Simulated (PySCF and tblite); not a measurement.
The numbers below are computed, except where a source is named.
**C6H9F3, numbered as in [F:1][C@@H:2]1[CH2:3][CH2:4][C@@H:5]([F:6])[C@H:7]([F:8])[CH2:9]1: conformational analysis**

The ensemble was built from 60 distance-geometry starts (ETKDG, MMFF94s, GFN2-xTB) and rests on GFN2-xTB geometries. Free energies are PBE0-D3(BJ)/pcSseg-1 single points with GFN2-xTB rigid-rotor and vibrational terms (modes under about 100 cm⁻¹ blended into free rotors). Symmetry numbers and mirror images are counted. Conformers within 2.5 kcal/mol (GFN2-xTB free energy) were kept, 3 at most. GIAO shieldings: PBE0/pcSseg-1. Shifts are against TMS (¹H), TMS (¹³C), CFCl3 (¹⁹F) at the same level; of two unlike H on one atom, a is the less shielded. Programs: PySCF with density fitting and tblite.

The 6-ring runs over atoms 2–3–4–5–7–9.

| conformer | shape | symmetry | E(GFN2) kcal/mol | E(DFT) kcal/mol | G(298.15 K) kcal/mol | weight % | dipole D |
| --- | --- | --- | --- | --- | --- | --- | --- |
| 1 | 6-ring chair (F1, F6, F8 axial) | C1 | 0.14 | 0.00 | 0.00 | 84.2 | 1.69 |
| 2 | 6-ring chair (all substituents equatorial) | C1 | 0.00 | 1.09 | 0.99 | 15.8 | 1.93 |
| 3 | 6-ring twist-boat (ring torsions -66, 40, 21, -60, 34, 26°) | C1 | 1.72 | 5.52 | 5.41 | 0.0 | 1.11 |

Weights (%) against temperature:

```csv
T (K),1,2,3,S(mix) cal/mol/K
250,88.4,11.6,0.0,0.71
298.15,84.2,15.8,0.0,0.87
350,80.1,19.9,0.0,1.00
```

Averaged shifts at 298.15 K. ¹H: 4.99 (H5, 1H), 4.97 (H2, 1H), 4.94 (H7, 1H), 2.39 (H9a, 1H), 2.35 (H4a, 1H), 1.90 (H3a, 1H), 1.90 (H3b, 1H), 1.85 (H9b, 1H), 1.80 (H4b, 1H) ppm. ¹³C: 91.6 (C5), 90.2 (C7), 89.4 (C2), 36.5 (C9), 28.7 (C3), 24.7 (C4) ppm. ¹⁹F: -213.1 (F1), -216.6 (F8), -228.9 (F6) ppm.

Coordinates of conformer 1 (Å):

```xyz
18

F    -1.750   -0.076    1.418
C    -1.464    0.197    0.094
C    -0.887   -1.053   -0.561
C     0.473   -1.392    0.044
C     1.448   -0.239   -0.152
F     1.663   -0.021   -1.500
C     0.916    1.064    0.456
F     0.978    0.942    1.825
C    -0.508    1.387    0.006
H    -2.426    0.467   -0.361
H    -0.785   -0.871   -1.631
H    -1.575   -1.886   -0.411
H     0.370   -1.564    1.116
H     0.878   -2.291   -0.421
H     2.429   -0.471    0.282
H     1.586    1.894    0.195
H    -0.467    1.718   -1.032
H    -0.890    2.201    0.625
```

Coordinates of conformer 2 (Å):

```xyz
18

F     2.747   -0.220   -0.028
C     1.420   -0.169    0.349
C     0.656   -1.299   -0.332
C    -0.815   -1.229    0.056
C    -1.423    0.121   -0.316
F    -2.721    0.156    0.149
C    -0.633    1.273    0.311
F    -1.123    2.472   -0.160
C     0.847    1.186   -0.047
H     1.415   -0.294    1.440
H     1.079   -2.259   -0.035
H     0.771   -1.199   -1.413
H    -1.379   -2.019   -0.441
H    -0.926   -1.368    1.134
H    -1.483    0.261   -1.402
H    -0.793    1.283    1.397
H     1.392    1.990    0.451
H     0.960    1.321   -1.125
```

Unscaled ¹⁹F shifts at such levels can be off by tens of ppm; differences between conformers or isomers are more reliable. Shifts are unscaled: against experiment ¹³C can be off by 15 ppm or more and ¹H by 0.8 ppm. For its torsions the set is small; conformers may be missing.

Search and properties took 2.4 min on 1 thread of Intel Xeon Platinum 8259CL @ 2.50GHz (shared host) (rough), launched as `OMP_NUM_THREADS=1 python ens_run.py task.json out`.


Conformer gaps in pcSseg-1 on xTB geometries can be 2 kcal/mol off for S=O, P=O and other polar bonds.